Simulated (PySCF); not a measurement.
Solvent effects on NMR parameters

Structure with atom numbers: `[CH3:1][C:2]#[C:3][AlH:4][C:5]([CH3:6])([CH3:7])[CH3:8]`; H(Xn) means a hydrogen on atom n.

GIAO PBE0/pcSseg-1 in PySCF 2.14.0 with density-fitted response routines on one PBE0-D3(BJ)/def2-SVP conformer, non-relativistic, equivalent nuclei averaged. Solvents enter as an IEF-PCM continuum (acetone with ε = 20.5, water with ε = 78.4) around the gas-phase geometry. Shifts are referred to TMS, AlH4- computed in the same medium.

Gas phase, δ in ppm: C2 118.9, C3 95.6, C6/C7/C8 28.3, C5 18.4, C1 6.1, Al4 161.8, H(Al4) 4.86, H(C1) 1.99, H(C6)/H(C7)/H(C8) 0.99. Dipole moment 1.58 D.

Problem. How does each δ change in the continuum?

Solution. 
```tsv
atoms	environment	Δδ, acetone	Δδ, water
C2	alkyne carbon	+3.0	+3.2
C3	alkyne carbon	-1.8	-1.9
C6/C7/C8	methyl carbon	+0.4	+0.5
C5	fully substituted sp3 carbon bonded to Al	+0.7	+0.7
C1	propargylic methyl carbon	0.0	0.0
Al4	aluminium bonded to 2 C, H	-22.6	-23.8
H(Al4)	hydrogen on an aluminium bonded to 2 C	-0.44	-0.47
H(C1)	hydrogen on a propargylic methyl carbon	+0.14	+0.15
H(C6)/H(C7)/H(C8)	hydrogen on a methyl carbon	-0.01	-0.02
```

Changes are relative to the gas phase. The dipole moment becomes 1.83 D in acetone, 1.83 D in water.

Problem. Which nuclei move most (in ppm), and what does the model miss?

Solution. Al4 (aluminium bonded to 2 C, H, -23.8 ppm) in water. A continuum only polarises the solute; specific hydrogen bonds, the anisotropy of aromatic solvents and changes of geometry or conformer are outside it.
